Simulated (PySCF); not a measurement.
Precursor series Cd Br-H. All species are isolated molecules in the gas phase.

The numbers are results of PBE-D3(BJ)/def2-TZVP // PBE-D3(BJ)/def2-SVP (PySCF), not measurements. All candidates: neutral, multiplicity 1. 

```json
{
 "LUMO": "-1.86 eV",
 "HOMO": "-6.84 eV",
 "dipole_moment": "2.09 D"
}
```

### Question
Say which member has these values.
A. [Cd(H)2]
B. [Cd(Br)(H)]
C. [Cd(Br)2]

### Answer
B, [Cd(Br)(H)]. The others give [Cd(H)2]: -1.39 eV, -6.67 eV, 0.00 D; [Cd(Br)2]: -3.25 eV, -7.14 eV, 0.00 D
